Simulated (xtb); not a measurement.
In(F)(Me)(NH2) (CH5FInN), SMILES [NH2][In]([CH3])[F]. All values are semi-empirical tight-binding results from xtb (GFN2-xTB unless named), good for trends rather than for accurate numbers. Geometry: GFN2-xTB. The structure was generated by enumeration; whether it is a known compound was not checked. The values are those of a single conformer.

For metal compounds this method's bond lengths and energies can be far off.

```yaml
orbital_gap: 2.89 eV
zero_point_energy: 36.4 kcal/mol
G − E(el) at 298.15 K (modified RRHO): 15.4 kcal/mol
```
